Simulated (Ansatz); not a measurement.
CHAlFN (`[F][Al]1[CH]=[N]1`), relaxed with RKS PBE0-D4/def2-TZVP in Ansatz from a PBE-D4/def2-SVP geometry. The force threshold is 0.005 eV/Å; the program also tests the step.

The species carries charge 0 and has multiplicity 1.

Start:

```xyz
5

F    -1.089   -2.206    0.663
Al   -0.416   -0.865   -0.074
C     0.406    0.806   -0.397
N     0.273    0.651    0.856
H     0.826    1.614   -1.048
```

```json
{"step": "1", "energy (eV)": "-11850.3578", "largest force (eV/Å)": "1.066", "largest move (Å)": "0.000"}
{"step": "2", "energy (eV)": "-11850.3960", "largest force (eV/Å)": "0.581", "largest move (Å)": "0.021"}
{"step": "3", "energy (eV)": "-11850.4264", "largest force (eV/Å)": "0.659", "largest move (Å)": "0.036"}
{"step": "4", "energy (eV)": "-11850.4438", "largest force (eV/Å)": "1.075", "largest move (Å)": "0.065"}
{"step": "5", "energy (eV)": "-11850.4829", "largest force (eV/Å)": "0.305", "largest move (Å)": "0.050"}
{"step": "6", "energy (eV)": "-11850.4999", "largest force (eV/Å)": "0.124", "largest move (Å)": "0.075"}
{"step": "7", "energy (eV)": "-11850.5004", "largest force (eV/Å)": "0.025", "largest move (Å)": "0.009"}
{"step": "8", "energy (eV)": "-11850.5004", "largest force (eV/Å)": "0.022", "largest move (Å)": "0.006"}
{"step": "9", "energy (eV)": "-11850.5005", "largest force (eV/Å)": "0.003", "largest move (Å)": "0.003"}
```

End:

```xyz
5

F    -1.094   -2.228    0.488
Al   -0.388   -0.792    0.159
C     0.377    0.742   -0.447
N     0.309    0.723    0.853
H     0.796    1.556   -1.053
```

Hardware: 2 threads of an Arm Neoverse V1 on a shared host. Wall time 21 s, peak host memory 0.22 GiB.
